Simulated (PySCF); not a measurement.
How methods differ on the ionisation energy of Sc¹⁰⁺

Sc¹⁰⁺ [Ne] 3s1 [3s1/2^1, M_J = 1/2] → Sc¹¹⁺ [Ne], as a difference of total energies. Calculation: PySCF 2.14, in an even-tempered Gaussian basis (19 s from 0.64 bohr⁻², ratio 2.4; 13 p from 0.83 bohr⁻², ratio 2.4; 5 d from 3 bohr⁻², ratio 2.6; 4 f from 4.5 bohr⁻², ratio 2.6); the two-component X2C-1e Hamiltonian. Correlated levels: 1s2 frozen; the 50 highest virtual spinors dropped. "Screened" scales the spin-orbit matrix elements by Boettger's factors to mimic the two-electron term; Breit and QED terms are absent.

```json
{"method": "GHF (screened spin-orbit)", "ionisation energy (eV)": "249.27", "difference from reference (eV)": "-0.53"}
{"method": "GMP2 (screened spin-orbit)", "ionisation energy (eV)": "249.81", "difference from reference (eV)": "+0.01"}
```

Reference: 249.80 eV (semi-empirical (NIST evaluation); NIST Atomic Spectra Database, ionization energies).
